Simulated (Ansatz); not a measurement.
The cluster Li₈H₈. Charge 0, multiplicity 1. Geometry r2SCAN-D4/def2-SVP, basis def2-TZVP, Ansatz.

```xyz
16

Li   -0.9210   -0.0335   -2.4852
Li   -1.9413   -0.3123    0.2762
Li    0.5201   -1.8798   -0.3798
Li    0.2802   -1.5665    2.1196
Li   -1.6167    1.8453   -1.0053
Li    2.2553   -0.2459    1.3710
Li    0.2686    1.3184    1.4629
Li    1.1545    0.8751   -1.3587
H     1.7179   -1.9203    0.9935
H     1.7292    1.1095    0.3115
H    -0.2623    1.6786   -2.1773
H    -2.3571    0.1919   -1.4256
H    -1.3475    1.4065    0.7186
H     0.5475   -0.8335   -1.8217
H    -0.9267   -1.6832    0.7908
H     0.8994    0.0497    2.6096
```

```
run  HOMO (eV)  LUMO (eV)
  A      -5.27      -1.27
  B      -6.42      -0.69
  C      -7.81       0.01
  D      -5.49      -0.77
  E      -6.25      -0.80
  F      -8.59       0.29
```

B3LYP takes the VWN-RPA correlation. The structure comes from a short search, and lower isomers may exist.

Task: The runs used B3LYP, CAM-B3LYP, PBE, PBE0, r2SCAN, ωB97M-V. Estimate which is which.

Result: A PBE (0 % exact exchange); B PBE0 (25 % exact exchange); C CAM-B3LYP (range-separated); D r2SCAN (0 % exact exchange); E B3LYP (20 % exact exchange); F ωB97M-V (range-separated). Exact exchange lowers occupied and raises empty levels; among semilocal functionals meta-GGAs tend to open the gap a little, and such runs are hard to tell apart. The gap grows from 4.00 eV (PBE) to 8.87 eV (ωB97M-V).
